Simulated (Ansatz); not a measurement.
Input file for Ansatz (a quantum-chemistry and plane-wave program): U-wB97X-V/def2-TZVPP on GeH4Te (SMILES [GeH3][TeH]), a point of a bond scan (R = 1.663 Å). Elements past Kr take the def2 small-core potentials; no spin–orbit coupling.

Ansatz 0.2 input:
```yaml
crystal:
  periodic: [false, false, false]
  atoms:
    - {symbol: Te, position_ang: [-0.09896076, 0.80692664, 0.65430353]}
    - {symbol: H, position_ang: [0.26225006, 1.87147751, -0.57099883]}
    - {symbol: Ge, position_ang: [0.13620165, -1.21741469, -0.93151219]}
    - {symbol: H, position_ang: [1.56045513, -1.29524723, -1.50328127]}
    - {symbol: H, position_ang: [-0.15262004, -2.45072946, -0.06258670]}
    - {symbol: H, position_ang: [-0.88257830, -1.12841585, -2.07852674]}
basis:
  gaussian:
    orbitals: def2-TZVPP
hamiltonian:
  xc: {name: wB97X-V}
magnetization: {spin_polarized: true, initial_magnetization: 0}
```

The log:

```
WARN ansatz: RAYON_NUM_THREADS=1 ignored (pool sized by the plan → 1); use --threads N
Functional definition: wB97X-V
integrals: 0.10 GiB planned
1036 factors; their error is unknown
integrals: 0.13 GiB planned
226 factors; integrals over basis functions are off by at most 2.7e-5 eV
mean field: 1.25 GiB planned
mean field evaluation 1: about -63870.7435 eV, gradient 1.3e1 eV
mean field evaluation 2: about -63871.0033 eV, gradient 1.2e1 eV
mean field evaluation 4: about -63871.2416 eV, gradient 3.4e-1 eV
mean field evaluation 8: about -63871.4787 eV, gradient 2.4e-1 eV
mean field evaluation 16: about -63871.4788 eV, gradient 6.7e-5 eV
mean field -63871.47882479 eV, -2347.2335531677 hartree, gradient 6.7e-5 eV, S^2 0.000000; 0 other end points of the search recorded, 0 dependent functions left out
reference -63871.47882296 eV, -2347.2335531004 hartree; 30, 30 occupied and 124, 124 virtual orbitals, 1036 factors
Total energy: -63871.47882296 eV, -2347.2335531004 hartree
```

The calculation finished and met its thresholds.

Cost: around 21 core-seconds (rough).
